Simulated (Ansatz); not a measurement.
One change: `[BH2][SnH2][CH2]F` becomes `F[CH2][SnH2][Cl]`.

Ansatz, PBE0-D4/def2-TZVP geometries, multiplicity 1. Each molecule was computed in one conformer, which needn't be the lowest.

Elements past krypton have def2 core potentials.

| property | `[BH2][SnH2][CH2]F` |
| --- | --- |
| LUMO energy (PBE/def2-TZVPP) / eV | -3.59 |
| LUMO energy (PBE0/def2-TZVPP) / eV | -2.59 |
| HOMO–LUMO gap (PBE0/def2-TZVPP) / eV | 5.13 |
| HOMO–LUMO gap (PBE/def2-TZVPP) / eV | 2.88 |
| LUMO energy (B3LYP/def2-TZVPP) / eV | -2.81 |
| LUMO energy (ωB97M-V/def2-TZVPP) / eV | -0.66 |

Give the same properties after the change, and the shifts. (Best estimate.)

The calculation gave: 
```tsv
property	`F[CH2][SnH2][Cl]`	shift
LUMO energy (PBE/def2-TZVPP) / eV	-1.57	2.02
LUMO energy (PBE0/def2-TZVPP) / eV	-0.73	1.86
HOMO–LUMO gap (PBE0/def2-TZVPP) / eV	7.49	2.36
HOMO–LUMO gap (PBE/def2-TZVPP) / eV	5.31	2.43
LUMO energy (B3LYP/def2-TZVPP) / eV	-1.00	1.81
LUMO energy (ωB97M-V/def2-TZVPP) / eV	0.92	1.58
```

With PBE0 the HOMO falls by 0.50 eV and the LUMO rises by 1.86 eV, so the gap widens by about 2.36 eV. PBE moves the HOMO by -0.41 eV and ωB97M-V by -0.53 eV.

B3LYP here is the variant with VWN-RPA as its local correlation; programs differ in this.
